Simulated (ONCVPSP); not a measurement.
**Before and after: ONCV potential for Hf (Z = 72)**

| Item | Value |
| --- | --- |
| Element | hafnium (Hf) |
| Generator | ONCVPSP 4.0.1 |
| Type | optimised norm-conserving Vanderbilt (ONCV) |
| Functional | PBE |
| Relativity | scalar-relativistic |
| Frozen core | [Kr] 4d10 4f14 5s2 |
| Valence charge | 10 |
| Reference configuration | 5p6 5d3 6s1 |
| Partial waves | 6s: rc 2.60 bohr, ncon 4, nbas 8, qcut 2.1 1/bohr, 2 projectors, debl 1.2 Ha; 5p: rc 1.85 bohr, ncon 4, nbas 7, qcut 9.2 1/bohr, 2 projectors, debl 2.3 Ha; 5d: rc 3.10 bohr, ncon 3, nbas 8, qcut 5.6 1/bohr, 2 projectors, debl 2.2 Ha |
| Local potential | polynomial inside 1.85 bohr (lpopt 5, dvloc0 -1 Ha) |
| Core correction | Teter function, parameters optimised by the program |

Change: s: nproj 1.

Cutoffs: the cutoffs (Ha) at which the residual kinetic energy of the hardest occupied pseudo-wave falls to 1 and 0.1 mHa per electron; they do not see the model core or the augmentation charge, which bear on the density cutoff. Errors are all-electron minus pseudo energies relative to the spin-unpolarised reference configuration.

Problem. How do hardness, ghosts and transferability respond?

Solution. The potential gets neither clearly harder nor softer (23 Ha and 29 Ha → 23 Ha and 29 Ha); both files keep a bound ghost (s); of the 3 tests that both files solve, the error grows in 0 and shrinks in 1 by more than 15 % and 0.3 meV (median size 5.7 → 5.2 meV); the range in which the s phases agree narrows (upper end 2.4 → 0.8).

```csv
quantity,base,changed
"cutoff, loose",23 Ha,23 Ha
"cutoff, tight",29 Ha,29 Ha
bound ghosts,s,s
GHOST(+) flags under 300 eV,none,none
tests with a reliable result,3 of 4,3 of 4
"error for 5p6 5d2 6s2, meV [ΔE -2.59 eV]",-5.7,-5.2
"error for 5p6 5d2 6s1, meV [ΔE 5.38 eV]",-1.8,+1.0
"error for 5p6 5d2 6s0, meV [ΔE 19.56 eV]",-11,-11
s: phases at 2.64 bohr within 0.05 rad from the reference energy up to (Ha; the scan ends near 5),2.4,0.8
p: phases at 1.88 bohr within 0.05 rad from the reference energy up to (Ha; the scan ends near 5),to the end of the scan,to the end of the scan
d: phases at 3.14 bohr within 0.05 rad from the reference energy up to (Ha; the scan ends near 5),3.4,3.4
"rms error of d²Exc/dni dnj with the model core, mHa",0.40,0.40
```

 A true bound ghost makes a file unfit for plane-wave use even where its test errors are small: the radial tests pick states by their node count and pass the ghost by.
